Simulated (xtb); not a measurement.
AlCl2H3N, SMILES [NH3]->[Al+]([Cl])[Cl] (connectivity only; charge and spin as stated), charge +1, multiplicity 1. All values are semi-empirical tight-binding results from xtb (GFN2-xTB unless named), good for trends rather than for accurate numbers. Geometry: GFN2-xTB. The spin state was assumed, not searched. The isomer is the one that the SMILES or the coordinates give; other isomers of the formula were not compared.

The geometry has at least one imaginary mode, so it is a saddle point at that level.

For metal compounds this method's bond lengths and energies can be far off.

| Item | Result |
|---|---|
| orbital gap | 4.61 eV |
